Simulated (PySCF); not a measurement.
C₂H₃O₂, multiplicity 2. Atoms are numbered in the order given.

```xyz
7

C     -1.3256    -0.2690    -0.0045
C      0.2860     0.0631     0.0014
O      0.9088    -0.9993    -0.1518
O      0.4853     1.2692     0.1548
H     -1.6933     0.0864     0.9743
H     -1.4822    -1.3485    -0.1502
H     -1.7398     0.3373    -0.8293
```
Charge 0, spin multiplicity 2.

The structure is a stationary point at PBE-D3(BJ)/def2-SVP. The isomer is the one that the SMILES or the coordinates give; other isomers of the formula were not compared.

All values below come from PySCF 2.14.0 with TDA-LC-ωPBE/def2-SVPD.

Vertical excitations. Gas-phase values at a fixed geometry.

Computed lowest excited states:
```
state    energy (eV)  λ (nm)      f                                  main pairs
-------  -----------  ------  -----  ------------------------------------------
root 1          1.29     962  0.014                            β HOMO→LUMO 93 %
root 2          1.48     837  0.000                          β HOMO−1→LUMO 97 %
root 3          4.59     270  0.002                          β HOMO−2→LUMO 90 %
root 4          5.35     232  0.002                          β HOMO−3→LUMO 88 %
root 5          5.81     213  0.000                          β HOMO→LUMO+2 88 %
root 6          6.13     202  0.015      β HOMO−4→LUMO 55 %, β HOMO−5→LUMO 28 %
root 7          6.22     199  0.054      β HOMO−5→LUMO 55 %, β HOMO−4→LUMO 35 %
root 8          6.42     193  0.000  α HOMO−1→LUMO+1 41 %, β HOMO−1→LUMO+2 48 %
root 9          6.57     189  0.000      α HOMO→LUMO+1 69 %, β HOMO−6→LUMO 18 %
root 10         6.61     188  0.000      α HOMO→LUMO+1 19 %, β HOMO−6→LUMO 72 %
```
Unrestricted roots are not spin-pure.
